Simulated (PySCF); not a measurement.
One molecule, a ladder of functionals, a line

Molecule: SMILES CCCN(C)[SiH3], C₄H₁₃NSi.

Geometry:
```tsv
atom	x (Å)	y (Å)	z (Å)
C1	-2.100	0.612	-0.085
C2	-1.531	-0.762	0.226
C3	-0.121	-0.711	0.812
N4	0.851	-0.059	-0.042
C5	1.225	-0.789	-1.228
Si6	1.803	1.276	0.521
H7	-1.472	1.138	-0.820
H8	-2.141	1.241	0.819
H9	-3.120	0.547	-0.493
H10	-1.531	-1.383	-0.686
H11	-2.178	-1.293	0.945
H12	-0.160	-0.173	1.775
H13	0.211	-1.742	1.051
H14	0.368	-0.944	-1.908
H15	1.644	-1.788	-0.992
H16	1.988	-0.237	-1.797
H17	2.229	2.089	-0.660
H18	3.055	0.904	1.268
H19	0.961	2.093	1.446
```

GIAO shieldings (ppm, equivalent atoms averaged) in PySCF 2.14 on the PBE0-D3(BJ)/def2-SVP geometry, basis pcSseg-1, gas phase, non-relativistic:

| functional | exact exchange (%) | σ(C3) | σ(C5) | σ(N4) | σ(Si6) |
| --- | --- | --- | --- | --- | --- |
| BLYP | 0 | 117.5 | 138.7 | 241.7 | 372.8 |
| BP86 | 0 | 122.8 | 143.2 | 248.4 | 377.9 |
| PBE | 0 | 123.2 | 143.9 | 248.7 | 378.9 |
| B3LYP | 20 | 123.8 | 143.7 | 250.7 | 383.8 |
| mPW1PW91 | 25 | 129.8 | 148.5 | 257.8 | 391.7 |
| BHandHLYP | 50 | 131.7 | 150.0 | 261.6 | 401.6 |
| HF | 100 | 143.8 | 159.3 | 276.6 | 435.2 |

Q: Fit each shielding as a line in the percentage of exact exchange.

A: σ(C3) = 121.2 + 0.22 x (rms 2.2 ppm); σ(C5) = 141.9 + 0.17 x (rms 1.9 ppm); σ(N4) = 246.6 + 0.30 x (rms 2.6 ppm); σ(Si6) = 375.6 + 0.58 x (rms 2.7 ppm). The functionals also differ in their semilocal parts, which the line can't hold; Hartree–Fock has no correlation at all.

Q: What does the line predict for PBE0 (25 %), and what does the run give?

A: σ(C3): 126.7 predicted, 130.4 computed; σ(C5): 146.2 predicted, 149.4 computed; σ(N4): 254.1 predicted, 258.8 computed; σ(Si6): 390.1 predicted, 393.0 computed ppm.
